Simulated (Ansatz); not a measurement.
A CCSD(T) single point on C2H5BOS2.

```yaml
crystal:
  periodic: [false, false, false]
  atoms:
    - {symbol: B, position_ang: [0.240267, -0.939396, -0.920225]}
    - {symbol: C, position_ang: [0.868901, -1.558017, 0.423001]}
    - {symbol: O, position_ang: [1.796916, -2.200528, 0.737693]}
    - {symbol: S, position_ang: [-0.508641, -1.008790, 1.708721]}
    - {symbol: S, position_ang: [-1.200499, -0.000074, 0.066116]}
    - {symbol: C, position_ang: [-0.532003, 1.657526, 0.261804]}
    - {symbol: H, position_ang: [-0.277202, -1.797136, -1.585708]}
    - {symbol: H, position_ang: [0.912580, -0.149246, -1.527379]}
    - {symbol: H, position_ang: [-1.061764, 2.159790, 1.069601]}
    - {symbol: H, position_ang: [-0.708342, 2.179004, -0.680928]}
    - {symbol: H, position_ang: [0.535188, 1.599866, 0.468004]}
basis:
  gaussian: {orbitals: def2-SVP}
correlation: {method: ccsd_t}
```

```sh
$ ansatz run in.yaml --threads 4 --pin off --events-out ev --progress --plain
```

Log, shortened:

```
Functional definition: HF
1138 factors; integrals over basis functions are off by at most 1.2e-3 eV
mean field evaluation 1: about -26467.7654 eV, gradient 4.0e1 eV
mean field evaluation 2: about -26467.9106 eV, gradient 4.0e1 eV
mean field evaluation 4: about -26472.1465 eV, gradient 5.1e0 eV
mean field evaluation 8: about -26472.2512 eV, gradient 4.9e-1 eV
mean field evaluation 16: about -26472.2542 eV, gradient 1.9e-6 eV
mean field -26472.25424685 eV, -972.8374000332 hartree, gradient 1.9e-6 eV, S^2 0.000000; 0 other end points of the search recorded, 0 dependent functions left out
14 core orbitals not correlated: weight in the atoms' cores, before any rotation towards them, 1.000 or more for the frozen orbitals, at most 0.000 for the correlated occupied ones
reference -26472.25424685 eV, -972.8374000332 hartree; 17, 17 occupied and 86, 86 virtual orbitals, 1138 factors
second order -22.09424731 eV of doubles, -0.00000000 eV of singles
cycle   1  -22.64809914 eV  change   -5.5e-1 eV  update   1.4e-1
cycle   2  -23.32620206 eV  change   -6.8e-1 eV  update   4.4e-2
cycle   3  -23.52267706 eV  change   -2.0e-1 eV  update   2.4e-2
cycle   4  -23.51970436 eV  change    3.0e-3 eV  update   6.3e-3
cycle   5  -23.51664909 eV  change    3.1e-3 eV  update   3.0e-3
cycle   6  -23.51731745 eV  change   -6.7e-4 eV  update   1.1e-3
cycle   7  -23.51663246 eV  change    6.8e-4 eV  update   5.1e-4
cycle   8  -23.51647237 eV  change    1.6e-4 eV  update   2.3e-4
cycle   9  -23.51659223 eV  change   -1.2e-4 eV  update   8.8e-5
cycle  10  -23.51657722 eV  change    1.5e-5 eV  update   4.5e-5
cycle  11  -23.51657511 eV  change    2.1e-6 eV  update   1.8e-5
perturbative correction -0.90172877 eV, -0.0331379211 hartree
Total energy: -26496.67255073 eV, -973.7347561497 hartree
```

Hardware: 4 threads of a server CPU on a shared host. Wall time 8 s, peak host memory 0.61 GiB.

Correlation energy per correlated electron: -0.718 eV. T1 diagnostic: 0.0158.
